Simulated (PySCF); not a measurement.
C2H9ClOSi2, SMILES [SiH3][C@@H]([Si@@H](C)Cl)O.

Geometry: B3LYP-D3(BJ)/def2-SVP. The structure was generated by enumeration; whether it is a known compound was not checked. One conformer was computed; it need not be the lowest.

Method: TDA-PBE/def2-SVPD run with PySCF.

Vertical excitations. The molecule is in vacuum.

Computed lowest excited states:
```csv
state,energy (eV),λ (nm),f,main pairs
S1,5.64,220,0.001,HOMO→LUMO 97 %
S2,5.91,210,0.002,HOMO→LUMO+1 90 %
S3,5.96,208,0.004,HOMO→LUMO+2 90 %
S4,6.46,192,0.027,HOMO→LUMO+3 93 %
S5,6.62,187,0.019,HOMO−1→LUMO 86 %
S6,6.67,186,0.008,"HOMO→LUMO+4 74 %, HOMO−2→LUMO 18 %"
T1,5.37,231,0,HOMO→LUMO 97 %
T2,5.68,218,0,HOMO→LUMO+1 97 %
```
Triplets are in the Tamm–Dancoff approximation.
